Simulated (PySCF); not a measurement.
**Spinor energies of Ni (nickel, neutral)**

Start: [Ar] 3d7 4s2 4p1; 3d3/2 filled at m_j = +1/2, +3/2; 3d5/2 filled at m_j = -3/2, -1/2, +1/2, +3/2, +5/2; 4p3/2 filled at m_j = +3/2. Calculated with PySCF 2.14 in x2c-SVPall-2c with one added diffuse shell each of s, d type (6s5p4d1f, 48 functions): generalised Hartree-Fock with the X2C-1e Hamiltonian and a Gaussian nucleus; one run each with spin-orbit coupling (SO) switched off, then screened by Boettger's factors. This is a chosen level, not necessarily the ground level.

```
spinor shell  electrons  ε, spin-free (eV)  ε, screened SO (eV)  weight of nominal j (screened SO)  rms radius, screened SO (bohr)
       1s1/2          2            -8409.2              -8409.1                              1.000                          0.0625
       2s1/2          2            -1060.3              -1060.3                              1.000                           0.265
       2p1/2          2            -909.85              -922.36                              0.996                           0.236
       2p3/2          4            -909.85              -903.67                              0.998                           0.239
       3s1/2          2            -144.10              -144.08                              1.000                           0.793
       3p1/2          2            -97.405              -103.12                              0.651                           0.841
       3p3/2          4            -97.405              -94.542                              0.825                           0.846
       3d5/2          5            -27.402              -28.585                              0.577                            1.01
       3d3/2          2            -27.402              -24.452                              0.675                            1.04
       4s1/2          2             -9.898               -9.897                              0.987                            2.93
       4p3/2          1             -4.924               -4.888                              1.000                            2.99
```

| quantity | spin-free | screened SO |
| --- | --- | --- |
| E (hartree) | -1518.57626 | -1518.60523 |
| M_J | 6 | 6 |
| ⟨J²⟩ | 42.015 | 42.014 |
| ⟨L²⟩ | 20.006 | 20.036 |
| ⟨S²⟩ | 6.008 | 5.997 |

Each row is a mean over spinors that exchange with the open shell spreads, by up to 13.399 eV (3p3/2).

Rows whose weight is well below 1 are mixtures of j = l ± 1/2: exchange outweighs spin-orbit coupling there, and the label is only the starting occupation.

Without spin-orbit coupling the j labels of p, d and f shells carry no meaning; the spin-free column gives the mean over the occupied spinors of each nl shell.
